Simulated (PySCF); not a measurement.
C₃H₈ClSi, SMILES [CH2][Si](C)(C)Cl, multiplicity 2. Atoms are numbered in the order given.

```xyz
13

C     -0.7111     1.6952    -0.8290
Si    -0.0952     0.0187    -0.3377
C      1.4507    -0.4600    -1.2928
C     -1.4273    -1.2927    -0.5289
Cl     0.4161     0.1178     1.6947
H     -0.7583     2.5415    -0.1341
H     -1.0574     1.9143    -1.8479
H      2.2558     0.2742    -1.1341
H      1.8155    -1.4492    -0.9718
H      1.2346    -0.5061    -2.3737
H     -1.0507    -2.2787    -0.2119
H     -2.3120    -1.0481     0.0791
H     -1.7436    -1.3671    -1.5833
```
Charge 0, spin multiplicity 2.

Geometry: TPSSh-D3(BJ)/def2-SVP. A frequency run showed that this geometry is not a minimum. The isomer is the one that the SMILES or the coordinates give; other isomers of the formula were not compared.

Two levels are set side by side: PBE/pcH-1 (PySCF) and PBE0/pcH-1 (PySCF). Contact hyperfine couplings, same geometry. Differences are taken from unrounded values.

```json
[
 {"quantity": "A(iso) of 13C, atom C1 (MHz)", "PBE0": "83.3", "PBE": "71.5", "PBE minus PBE0": "-11.8"},
 {"quantity": "A(iso) of 29Si, atom Si2 (MHz)", "PBE0": "53.7", "PBE": "44.0", "PBE minus PBE0": "-9.7"},
 {"quantity": "A(iso) of 13C, atom C3 (MHz)", "PBE0": "23.3", "PBE": "25.3", "PBE minus PBE0": "2.0"},
 {"quantity": "A(iso) of 13C, atom C4 (MHz)", "PBE0": "22.8", "PBE": "24.7", "PBE minus PBE0": "2.0"},
 {"quantity": "A(iso) of 35Cl, atom Cl5 (MHz)", "PBE0": "-0.6", "PBE": "-0.4", "PBE minus PBE0": "0.2"},
 {"quantity": "A(iso) of 1H, atom H6 (MHz)", "PBE0": "-66.7", "PBE": "-58.5", "PBE minus PBE0": "8.2"},
 {"quantity": "A(iso) of 1H, atom H7 (MHz)", "PBE0": "-65.1", "PBE": "-57.3", "PBE minus PBE0": "7.9"},
 {"quantity": "A(iso) of 1H, atom H8 (MHz)", "PBE0": "-1.4", "PBE": "-1.6", "PBE minus PBE0": "-0.1"},
 {"quantity": "A(iso) of 1H, atom H9 (MHz)", "PBE0": "9.8", "PBE": "11.6", "PBE minus PBE0": "1.8"},
 {"quantity": "A(iso) of 1H, atom H10 (MHz)", "PBE0": "-1.7", "PBE": "-1.7", "PBE minus PBE0": "-0.1"},
 {"quantity": "A(iso) of 1H, atom H11 (MHz)", "PBE0": "9.5", "PBE": "11.2", "PBE minus PBE0": "1.8"},
 {"quantity": "A(iso) of 1H, atom H12 (MHz)", "PBE0": "-1.4", "PBE": "-1.5", "PBE minus PBE0": "-0.1"},
 {"quantity": "A(iso) of 1H, atom H13 (MHz)", "PBE0": "-1.7", "PBE": "-1.7", "PBE minus PBE0": "0.0"}
]
```
